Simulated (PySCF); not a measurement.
IrO4, SMILES [O]=[Ir+](=[O])(=[O])=[O], charge +1, multiplicity 1. Geometry: PBE-D3(BJ)/def2-SVP. The spin state was assumed, not searched. The def2 effective core potentials stand for the cores of Ir; spin–orbit coupling is left out.

Computed equilibrium geometry at PBE-D3(BJ)/def2-SVP (PySCF confirms it by a frequency run) as a Z-matrix, and its point group:
point group Td.
```
Ir
O 1 1.7136
O 1 1.7136 2 109.47
O 1 1.7136 2 109.47 3 -120.00
O 1 1.7136 2 109.47 3 120.00
```
Charge +1, spin multiplicity 1.
